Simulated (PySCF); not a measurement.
Does the structure fit the spectrum?

A compound C5H8Cl2Si gives the data below (simulated from a calculation) and was assigned the structure `Cl[C@@H]1[C@H]2C[SiH2][C@]1(Cl)C2`.

$^{13}$C{$^{1}$H} NMR (computed): δ 115.8 (C), 82.8 (C), 74.0 (CH), 5.8 (CH3), -7.5 (CH3).

$^{1}$H NMR (400 MHz, computed): δ 5.64 (d, 1H), 4.56 (m, 1H), 2.09 (s, 3H), 0.48 (d, 3H).

PySCF 2.14 calculation with σ from GIAO-PBE0/pcSseg-1 and coordinates at the GFN2-xTB level; one computed conformer, fast rotation and ring inversion assumed for equivalent nuclei, gas phase, non-relativistic Hamiltonian.

Referencing at the same level of theory: TMS for $^{1}$H, $^{13}$C.

Problem. Compare with the shifts computed for the proposed structure, pairing carbons in order of shift.

Solution. Structure with atom numbers: `[Cl:1][C@@H:2]1[C@H:3]2[CH2:4][SiH2:5][C@:6]1([Cl:7])[CH2:8]2`. Each H is labelled by its parent atom.

| atom | computed for proposal | given list | difference |
| --- | --- | --- | --- |
| C2 | 76.4 | 115.8 | -39.4 |
| C6 | 62.0 | 82.8 | -20.8 |
| C8 | 44.2 | 74.0 | -29.8 |
| C3 | 40.7 | 5.8 | +34.9 |
| C4 | 14.6 | -7.5 | +22.1 |

The rms difference is 30.2 ppm and the largest -39.4 ppm at C2 (sp3 CH bonded to Cl). The carbon types in order of shift don't match either: CH, C, CH2, CH, CH2 for the proposal against C, C, CH, CH3, CH3 in the data. The proposal doesn't fit.

Problem. Which isomer fits?

Solution. SMILES CC#C[Si@H](C)C(Cl)Cl.

Carbon types of the structure: 2 × C, 1 × CH, 2 × CH3, leaving 1 H on heteroatoms. δC 115.8, 82.8: alkyne carbon. δC 74.0: sp3 CH bonded to 2 Cl and Si; 2 electronegative neighbours deshield it. δC -7.5: methyl carbon bonded to Si; an electropositive neighbour leaves it electron-rich and shielded. δH 0.48: hydrogen on a methyl carbon bonded to Si; an electropositive neighbour shields it, as in TMS itself.

The shifts were computed for this structure.

Carbons that carry Cl, above all several Cl atoms, come out too deshielded, partly because spin–orbit coupling is missing. Shifts are as computed. Against solution values, carbons near 30 ppm lie about +3 ppm off and those near 130 ppm about +5 ppm; carbons on Cl a further +6 ppm. Of 1309 compounds with measured shifts, 239 miss one by over three times the rms of a fit or turn the order of signals round; such compounds aren't used in these exercises. Multiplicities follow the n + 1 count of equivalent neighbours, as no J values were calculated; m marks all less simple cases, F and P coupling included.
